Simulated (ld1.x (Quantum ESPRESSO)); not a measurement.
iron, PAW: configuration errors across variants

| Item | Value |
| --- | --- |
| Element | iron (Fe) |
| Generator | ld1.x (Quantum ESPRESSO) 7.5 |
| Type | PAW |
| Functional | PW91 |
| Relativity | non-relativistic |
| Frozen core | [Ne] 3s2 |
| Valence charge | 14 |
| Reference configuration | 3p6 3d6 4s1 4p1 |
| Partial waves | 4s (bound): rcut 1.70, rcutus 2.10 bohr; 4s channel at 4.05 Ry: rcut 1.70, rcutus 2.10 bohr; 3p (bound): rcut 1.30, rcutus 1.55 bohr; 4p (bound): rcut 1.30, rcutus 1.55 bohr; 3d (bound): rcut 1.00, rcutus 1.35 bohr; 3d channel at -0.1 Ry: rcut 1.00, rcutus 1.35 bohr |
| Local potential | all-electron potential smoothed inside 1.30 bohr (lloc = -1) |
| Core correction | a·sin(br)/r model core, default radius (ld1.x builds one for every PAW set, though the input has nlcc=.false.) |
| Augmentation charge | PSQ, inside the norm-conserving radii |

All-electron excitation energies from the reference (eV): (1) 3p6 3d6 4s2 4p0 -4.000; (2) 3p6 3d6 4s1 4p0 4.660; (3) 3p6 3d6 4s0 4p0 20.699; (4) 3p6 3d6 4s1.5 4p0 -0.542; (5) 3p6 3d5 4s0 4p0 55.242; (6) 3p6 3d6 4s0 4p1 9.574; (7) 3p6 3d6.5 4s1.5 4p0 -4.901.

The overlap operator is not positive definite (basis up to 400 Ry) in “base”, “waves 3p (bound): rcut 1.30, rcutus 1.56 bohr; 4p (bound): rcut 1.30, rcutus 1.56 bohr”, “waves 3p (bound): rcut 1.30, rcutus 1.76 bohr; 4p (bound): rcut 1.30, rcutus 1.76 bohr”. Such files are unfit for use, however small their errors in these radial tests.

3 further variants failed, have other tests or too few solved ones, and are left out.

A true bound ghost makes a file unfit for plane-wave use even where its test errors are small: the radial tests pick states by their node count and pass the ghost by.

Errors AE − PS in meV (a dash: test not solved or not reliable):

| change | (1) | (2) | (3) | (4) | (5) | (6) | (7) | bound ghosts |
| --- | --- | --- | --- | --- | --- | --- | --- | --- |
| base | +0.2 | +0.3 | +5.0 | +0.2 | -53 | +2.7 | -3.0 | s (p not tested, overlap not positive) |
| waves 3p (bound): rcut 0.94, rcutus 1.00 bohr; 4p (bound): rcut 0.94, rcutus 1.00 bohr | -0.2 | +0.4 | +5.4 | +0.1 | -56 | +1.0 | -3.0 | s |
| waves 3p (bound): rcut 1.22, rcutus 1.30 bohr; 4p (bound): rcut 1.22, rcutus 1.30 bohr | -0.1 | +0.4 | +5.5 | +0.1 | -59 | +1.2 | -2.9 | s |
| waves 3p (bound): rcut 1.30, rcutus 1.42 bohr; 4p (bound): rcut 1.30, rcutus 1.42 bohr | -0.1 | +0.4 | +5.3 | +0.1 | -59 | +1.3 | -3.0 | s |
| waves 3p (bound): rcut 1.30, rcutus 1.56 bohr; 4p (bound): rcut 1.30, rcutus 1.56 bohr | +0.2 | +0.3 | +5.0 | +0.2 | -53 | +2.7 | -3.0 | s (p not tested, overlap not positive) |
| waves 3p (bound): rcut 1.30, rcutus 1.76 bohr; 4p (bound): rcut 1.30, rcutus 1.76 bohr | – | – | – | – | – | – | – | s (p not tested, overlap not positive) |
| waves 3p (bound): rcut 1.30, rcutus 1.88 bohr; 4p (bound): rcut 1.30, rcutus 1.88 bohr | -0.2 | +0.4 | +5.4 | +0.1 | -62 | +1.4 | -3.1 | s |

(1) Give the same row for: waves 3p (bound): rcut 1.12, rcutus 1.18 bohr; 4p (bound): rcut 1.12, rcutus 1.18 bohr.

Results:

(1) -0.2, +0.4, +5.5, +0.1, -59, +1.1, -3.0; bound ghosts: s.
